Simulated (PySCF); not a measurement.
SiHClBr₂, SMILES Cl[SiH](Br)Br. Atoms are numbered in the order given.

```xyz
5

Si     0.5742     0.4241     0.0000
Cl    -0.2193     2.3128     0.0000
Br    -0.0909    -0.6538    -1.8044
Br    -0.0909    -0.6538     1.8044
H      2.0498     0.5134     0.0000
```

Geometry optimised at PBE0-D3(BJ)/def2-SVP.

Computed with PBE0/def2-TZVP run with PySCF.

Symmetry labels are those of the subgroup Cs that the program uses (full group Cs).

List the valence orbital energies around the gap with their symmetry. (The exact figures need the calculation; the answer reports its results.)


```json
[
 {"orbital": "HOMO−7", "symmetry": "A'", "energy (eV)": "-11.70"},
 {"orbital": "HOMO−6", "symmetry": "A\"", "energy (eV)": "-11.55"},
 {"orbital": "HOMO−5", "symmetry": "A\"", "energy (eV)": "-9.94"},
 {"orbital": "HOMO−4", "symmetry": "A'", "energy (eV)": "-9.84"},
 {"orbital": "HOMO−3", "symmetry": "A'", "energy (eV)": "-9.33"},
 {"orbital": "HOMO−2", "symmetry": "A'", "energy (eV)": "-9.05"},
 {"orbital": "HOMO−1", "symmetry": "A\"", "energy (eV)": "-9.01"},
 {"orbital": "HOMO", "symmetry": "A\"", "energy (eV)": "-8.73"},
 {"orbital": "LUMO", "symmetry": "A'", "energy (eV)": "-0.90"},
 {"orbital": "LUMO+1", "symmetry": "A\"", "energy (eV)": "-0.05"},
 {"orbital": "LUMO+2", "symmetry": "A'", "energy (eV)": "0.00"},
 {"orbital": "LUMO+3", "symmetry": "A'", "energy (eV)": "1.12"}
]
```
